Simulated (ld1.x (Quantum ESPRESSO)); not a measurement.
indium (In), TM semilocal: configuration errors across variants

```json
{
  "Element": "indium",
  "Generator": "ld1.x (Quantum ESPRESSO) 7.5",
  "Type": "norm-conserving Troullier–Martins (semilocal form)",
  "Functional": "PBE",
  "Relativity": "scalar-relativistic",
  "Frozen core": "[Kr] 4d10",
  "Valence charge": "3",
  "Reference configuration": "5s2 5p0 (charge +1)",
  "Partial waves": "5p (bound, empty): rc 2.65 bohr; 5d channel at 0.25 Ry: rc 2.00 bohr; 5s (bound): rc 1.80 bohr",
  "Local potential": "the s channel",
  "Core correction": "none"
}
```

All-electron excitation energies from the reference (eV): (1) 5s2 5p1 -5.363; (2) 5s1 5p0 19.235; (3) 5s2 5p0.5 -3.423; (4) 5s2 5p1.3 -5.895; (5) 5s0 5p3 6.584; (6) 5s1 5p1 6.593; (7) 5s1 5p2 0.478.

A semilocal file is local in each channel, so a ghost entry of none says nothing of the separable form that plane-wave codes build from it.

2 further variants failed, have other tests or another functional or relativity, and are left out.

Errors AE − PS in meV (a dash: test not solved or not reliable):

```tsv
change	(1)	(2)	(3)	(4)	(5)	(6)	(7)	bound ghosts
base	+43	+90	+15	+59	+241	+39	+108	none
wave 5d channel at 0.25 Ry: rc 2.00 bohr becomes 5d channel at 0.33 Ry: rc 2.00 bohr	+43	+90	+15	+59	+241	+39	+108	none
wave 5p (bound): rc 2.65 bohr becomes 5p (bound): rc 3.50 bohr	+42	+90	+14	+59	+262	+46	+114	none
all radii scaled by about 1.36 (s 2.44, p 3.60, d 2.72 bohr)	+41	+88	+13	+58	+250	+45	+110	none
```

Task: Give the same row for: wave 5s (bound): rc 1.80 bohr becomes 5s (bound): rc 1.90 bohr.

Result: +42, +90, +14, +59, +236, +39, +106; bound ghosts: none.
